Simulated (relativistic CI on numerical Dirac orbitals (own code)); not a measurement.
## Cd37+: sensitivity of the levels to the model

Base calculation: Dirac-Coulomb-Breit CI, orbitals from a KLI potential per configuration, model QED (radiative potential, 1s self-energy scaled to tabulated hydrogen-like ionisation energies), unscaled Slater integrals.

Configuration list (outside the closed core [Ne]): 3s, 3p, 3d, 4s, 4p, 4d, 4f, 5s, 5p, 5d, 5f, 5g, 6s, 6p, 6d, 7s, 7p. Levels of other configurations are missing.

The lowest level and the first level of each name with at least 55 % of one term (blank where a level has no safe partner in the second run):

| Level | Base (eV) | Shift (eV) |
| --- | --- | --- |
| 3s 2S_1/2 | 0.00 | 0.00 |
| 3p 2P°_1/2 | 84.84 | -6.21 |
| 3p 2P°_3/2 | 134.71 | -56.08 |
| 3d 2D_3/2 | 244.06 | -57.98 |
| 3d 2D_5/2 | 254.85 | -68.77 |
| 4s 2S_1/2 | 1141.67 | -40.16 |
| 4p 2P°_1/2 | 1176.64 | -42.47 |
| 4p 2P°_3/2 | 1196.84 | -62.67 |
| 4d 2D_3/2 | 1238.09 | -63.25 |
| 4d 2D_5/2 | 1242.80 | -67.96 |
| 4f 2F°_5/2 | 1264.35 | -67.21 |
| 4f 2F°_7/2 | 1266.32 | -69.19 |
| 5s 2S_1/2 | 1647.27 | -54.81 |
| 5p 2P°_1/2 | 1664.84 | -55.88 |
| 5p 2P°_3/2 | 1674.97 | -66.00 |
| 5d 2D_3/2 | 1695.11 | -66.24 |
| 5d 2D_5/2 | 1697.55 | -68.68 |
| 5f 2F°_5/2 | 1708.21 | -68.38 |
| 5f 2F°_7/2 | 1709.23 | -69.39 |
| 5g 2G_7/2 | 1710.60 | -69.29 |
| 5g 2G_9/2 | 1711.20 | -69.90 |
| 6s 2S_1/2 | 1914.93 | -61.36 |

At this charge energies of transitions that change n are usually good to better than 1 %, and those within a shell (Δn = 0) to a few per cent.

(1) One thing was changed in a second run, which moved the levels as shown. Which?
A. QED terms removed
B. P86 correlation estimate
C. non-relativistic limit
D. Breit term removed
E. configuration mixing switched off

Answers

(1) C. Non-relativistic limit. Without relativity the fine structure collapses and s electrons lose their extra binding.
